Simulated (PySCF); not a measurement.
**Which determinant of TlSb⁺ lies lowest?**

Unrestricted PBE0; basis Tl def2-SVP with ECP60, Sb def2-SVP with ECP28; scalar-relativistic core potentials; PySCF 2.14. Outer shells of the fragments: Tl+ 5d10 6s2; Sb 4d10 5s2 5p3.

Followed along the bond (rough minima from three points):

| 2Ms+1 | unpaired | ⟨S²⟩ at the start | R at minimum (Å) | Te (eV) |
| --- | --- | --- | --- | --- |
| 4 | σ ↑, π ↑↑ | 3.75 | 3.32 | 0.00 |
| 2 | σ ↓, π ↑↑ | 1.76 | 3.25 | 0.55 |
| 2 | σ ↑, π ↑↓ | 1.76 | 3.27 | 0.60 |
| 2 | π ↑ | 0.75 | 3.43 | 1.01 |
| 2 | σ ↑ | 0.76 | 3.21 | 1.53 |

Solutions found at the starting distance of 2.895 Å, counted from the lowest of them; the search is not exhaustive and high or unbound solutions are not listed, so other states can lie among these:

```
2Ms+1   unpaired   term  E (eV)  ⟨S²⟩  ⟨Lz²⟩  μ (D)
    4  σ ↑, π ↑↑    ⁴Σ⁻    0.00  3.75   0.00  -0.36
    2  σ ↓, π ↑↑  mixed    0.50  1.76   0.00  -0.23
    2  σ ↑, π ↑↓  mixed    0.57  1.76   2.01  -0.22
    2        π ↑     ²Π    1.29  0.75   1.00   1.74
    2        σ ↑  mixed    1.47  0.76   2.00   0.13
    2        π ↑     ²Π    1.68  0.76   1.01  -1.46
    4      π ↑↑↑     ⁴Π    3.73  3.76   1.00   3.89
    4  σ ↑, π ↑↑  mixed    4.30  3.76   2.01   6.27
```

A term symbol is given only where ⟨S²⟩ and ⟨Lz²⟩ are close to those of a pure state; real π, δ and φ orbitals otherwise mix terms. A positive dipole points towards Sb; it is taken about the centre of mass and depends on that origin.

**Question.** Compare the gap between the two lowest followed solutions at the starting distance with the gap between their minima.

**Answer.** At PBE0 the second solution (Ms = 0.5 of mixed spin, unpaired electrons σ ↓, π ↑↑) lies +0.50 eV from the first (quartet, unpaired electrons σ ↑, π ↑↑) at 2.895 Å and +0.55 eV at the minima; the two curves relax by different amounts, since their minima lie near 3.25 and 3.32 Å.

Spin–orbit coupling is left out, which matters for elements this heavy, above all for dissociation energies.
